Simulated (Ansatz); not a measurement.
Start from `CC(C)[NH][Ti]([OH])([OH])[OH]` and change one atom or group to get `CC(C)[NH][Ti]([OH])([OH])[NH]C(C)C`.

Ansatz, PBE0-D4/def2-TZVP geometries, multiplicity 1. Each molecule was computed in one conformer, which needn't be the lowest.

Scalar relativity is left out up to krypton.

```tsv
property	`CC(C)[NH][Ti]([OH])([OH])[OH]`
LUMO energy (B3LYP/def2-TZVPP) / eV	-1.32
size of the dipole moment (ωB97M-V/def2-TZVPP) / D	1.25
LUMO energy (ωB97M-V/def2-TZVPP) / eV	1.02
HOMO–LUMO gap (PBE/def2-TZVPP) / eV	3.43
LUMO energy (PBE0/def2-TZVPP) / eV	-1.02
HOMO–LUMO gap (PBE0/def2-TZVPP) / eV	5.77
```

Q: Give the same properties after the change, and the shifts. (Estimate.)

A: Ansatz gave: 
| property | `CC(C)[NH][Ti]([OH])([OH])[NH]C(C)C` | shift |
| --- | --- | --- |
| LUMO energy (B3LYP/def2-TZVPP) / eV | -1.14 | 0.18 |
| size of the dipole moment (ωB97M-V/def2-TZVPP) / D | 0.76 | -0.49 |
| LUMO energy (ωB97M-V/def2-TZVPP) / eV | 1.13 | 0.11 |
| HOMO–LUMO gap (PBE/def2-TZVPP) / eV | 3.07 | -0.36 |
| LUMO energy (PBE0/def2-TZVPP) / eV | -0.84 | 0.18 |
| HOMO–LUMO gap (PBE0/def2-TZVPP) / eV | 5.39 | -0.38 |

With PBE0 the HOMO rises by 0.56 eV and the LUMO rises by 0.18 eV, so the gap narrows by about 0.38 eV. PBE moves the HOMO by 0.50 eV and ωB97M-V by 0.59 eV. Dipoles are sizes alone; their direction can turn.

Positive LUMOs are unbound, so they and the gaps depend on the basis.

B3LYP here is the variant with VWN-RPA as its local correlation; programs differ in this.
